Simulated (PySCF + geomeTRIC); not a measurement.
The multiplicity is imposed and other spin states were not computed.

Species: [Zn(OCH3)] (charge 0, multiplicity 2).

Q: Give a relaxed geometry from BP86-D3(BJ)/def2-SVP in PySCF + geomeTRIC.

A: Several could match; the one computed here: the end point of this relaxation, one of several conformers.
Z-matrix (Å, degrees):
```
C
O 1 1.4030
H 1 1.1178 2 108.20
H 1 1.1205 3 106.13 2 -123.12
H 1 1.1205 3 106.11 4 -113.74
Zn 2 1.8580 1 121.88 3 179.68
```
